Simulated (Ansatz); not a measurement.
Molecule: C₃H₃O₂, charge 0, multiplicity 2. It need not be the lowest isomer of its formula. SMILES: CC(=O)[C]=O
Coordinates optimised at B3LYP-D3(BJ)/def2-TZVP (Ansatz, a quantum-chemistry and plane-wave program):
```
C
O 1 1.2501
C 1 1.3938 2 116.50
O 3 1.1553 2 145.87 1 -180.00
C 1 1.5052 2 125.20 3 180.00
H 5 1.0913 1 112.24 2 180.00
H 5 1.0915 6 108.99 1 -121.08
H 5 1.0915 6 108.99 7 -117.84
```
Charge 0, spin multiplicity 2.

### Question
Give the harmonic wavenumbers at B3LYP-D3(BJ)/def2-TZVP (Ansatz, finite differences of forces, unscaled).

### Answer
122, 160, 173, 402, 445, 657, 749, 988, 1022, 1228, 1401, 1464, 1475, 1508, 2143, 3034, 3103, 3110 cm⁻¹. Zero-point energy 33.1 kcal/mol.

### Question
From these and the geometry, give the ideal-gas thermochemistry at 298.15 K and 1 atm (rigid rotor, harmonic oscillator).

### Answer
Point group Cs, rotational symmetry number 1. Rotational constants 10.08, 4.039, 2.936 GHz. S(trans) 38.70, S(rot) 25.40, S(vib) 10.68, S(elec, spin only) 1.38, S 76.2 cal/(mol K). H(298) - H(0) 4.15 kcal/mol; G - E(el) 14.6 kcal/mol.
